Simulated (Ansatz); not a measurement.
Mulliken charges of C$_{2}$H$_{5}$FSeSi (`CC1(F)[SiH2][Se]1`) from ωB97M-V/def2-TZVPP in Ansatz (PBE0-D4/def2-TZVP geometry).

```csv
atom,x (Å),y (Å),z (Å),charge (e)
C1,1.005,0.410,0.893,-0.269
C2,0.346,0.047,-0.400,0.097
F3,1.280,-0.375,-1.308,-0.196
Si4,-1.380,-0.621,-0.602,0.191
Se5,-0.878,1.473,-1.178,-0.153
H6,1.729,1.215,0.746,0.124
H7,1.532,-0.463,1.288,0.114
H8,0.265,0.736,1.625,0.103
H9,-2.207,-0.851,0.606,-0.011
H10,-1.610,-1.622,-1.666,0.000
```

Q: By hand: the dipole of these point charges (1 e Å = 4.8032 D).

A: Σ q r = (-0.176, -0.193, 0.443) e Å, of length 0.514 e Å = 2.47 D.

Q: How does the dipole of the full density compare? (Best estimate.)

A: The calculation gave: (-0.156, -0.221, 0.365) e Å, 2.18 D; the point charges give 1.13 times that, at 7° from its direction.

Point charges leave out the atoms' own dipoles, such as those of lone pairs, and Mulliken's split depends on the basis, so the close match here is no proof of good charges.
